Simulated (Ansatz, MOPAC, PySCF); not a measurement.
System: PbI (charge 0, doublet). SMILES: [I][Pb]
Geometry: optimised at B3LYP-D3(BJ)/def2-TZVP (Ansatz, an electronic-structure program).

Unscaled harmonic wavenumbers (cm⁻¹) in rising order, each level at the stationary point that it reaches from this structure (no distance between atoms moves by over 0.3 Å); the order of modes can differ between levels, and a negative number is imaginary. B3LYP-D3(BJ)/def2-TZVP (PySCF, at the structure above): 159.

PM3 (MOPAC): 166. Zero-point energy 0.2 against 0.2 kcal/mol.

HF/LANL2DZ (Ansatz): 147. Zero-point energy 0.2 against 0.2 kcal/mol.
